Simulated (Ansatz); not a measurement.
A structure relaxed at PBE0-D4/def2-SVP in Ansatz, charge 1, doublet:

```xyz
7

Be    0.004   -0.895    0.087
Be    2.097   -1.879   -1.321
Be   -1.300    1.842    0.753
Br    1.276    0.309   -1.029
Br    0.511   -2.903   -0.012
Br   -0.922    3.655    0.281
Br   -1.666   -0.129    1.240
```

(1) Give its formula and point group.

(2) Summarise the bond lengths by kind (pairs closer than 1.2 times the sum of covalent radii, bridged metal pairs left out).

## Answers

(1) the cluster Be3Br4⁺. Point group Cs (tolerance 0.1 Å).

(2) 7 × Be–Br 1.91 to 2.35 Å.

Another isomer (doublet) lies 0.71 eV lower at PBE0-D4/def2-TZVP; other spin states weren't run for this one.
